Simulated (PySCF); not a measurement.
C6H6O2S.
Geometry (PBE0-D3(BJ)/def2-SVP, Å), atoms numbered from 1 in this order:
```xyz
15
C6H6O2S angstrom
C      3.034   -0.063    0.729
O      1.641    0.185    0.777
C      0.881   -0.593   -0.005
O      1.320   -1.459   -0.719
C     -0.544   -0.260    0.118
C     -1.573   -0.889   -0.546
C     -2.839   -0.344   -0.223
C     -2.743    0.689    0.681
S     -1.126    1.002    1.142
H      3.418    0.053   -0.295
H      3.262   -1.085    1.069
H      3.500    0.671    1.396
H     -1.391   -1.713   -1.236
H     -3.785   -0.694   -0.636
H     -3.554    1.285    1.099
```

Computed with PySCF at CAM-B3LYP/def2-SVPD, non-relativistic, on one gas-phase PBE0-D3(BJ)/def2-SVP geometry that isn't relaxed in the solvent. The solvent is an IEF-PCM continuum (cavity from Bondi-type radii × 1.2), and excitations are vertical TDDFT with non-equilibrium linear response and a frozen core. Specific hydrogen bonds and non-electrostatic terms are outside this model.

| run | E − E(gas) (kcal/mol) | HOMO (eV) | HOMO–LUMO gap (eV) | dipole (D) | lowest singlet (eV) | static polarisability (au) |
| --- | --- | --- | --- | --- | --- | --- |
| gas | 0.00 | -8.49 | 7.93 | 1.83 | 5.08 | 95.6 |
| P | -4.30 | -8.48 | 7.89 | 2.35 | 4.95 | 120.3 |
| Q | -5.72 | -8.49 | 7.88 | 2.55 | 4.95 | 130.6 |

Problem. The runs were made in acetone and chloroform. Which run belongs to which solvent?

Solution. P = chloroform, Q = acetone. The dielectric constants are 4.711 (chloroform), 20.49 (acetone), and the energy falls further as ε rises. The optical constants n² used for the excitations are 2.09, 1.85 in the same order. In this model the ground state sees the solvent through ε alone.

Problem. How constant is the ratio of the lowering to (ε − 1)/(2ε + 1)?

Solution. 
```json
{"solvent": "chloroform", "(ε − 1)/(2ε + 1)": "0.356", "E − E(gas) (kcal/mol)": "-4.30", "ratio (kcal/mol)": "-12.1", "polarisation term (kcal/mol)": "-4.81"}
{"solvent": "acetone", "(ε − 1)/(2ε + 1)": "0.464", "E − E(gas) (kcal/mol)": "-5.72", "ratio (kcal/mol)": "-12.3", "polarisation term (kcal/mol)": "-6.65"}
```

The ratio changes by +2.1 % in size from chloroform to acetone. The polarisation term is half the interaction of the solute with the induced surface charges.

Cost: about 1.8 min of CPU time on one thread; the machine was shared, so the figure is rough. This is the whole response run at CAM-B3LYP/def2-SVPD in acetone, SCF included.
